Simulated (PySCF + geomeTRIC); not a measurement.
Species: AlBr$_{3}$, SMILES `[Br][Al]([Br])[Br]` (charge 0, multiplicity 1).

Q: Give a relaxed geometry from PBE0-D4/def2-TZVP run with PySCF + geomeTRIC.

A: the end point of this relaxation (outside a Z-matrix the atoms follow the SMILES, hydrogens last).
Z-matrix (Å, degrees):
```
Al
Br 1 2.2280
Br 1 2.2281 2 119.96
Br 1 2.2281 2 120.08 3 -179.80
```
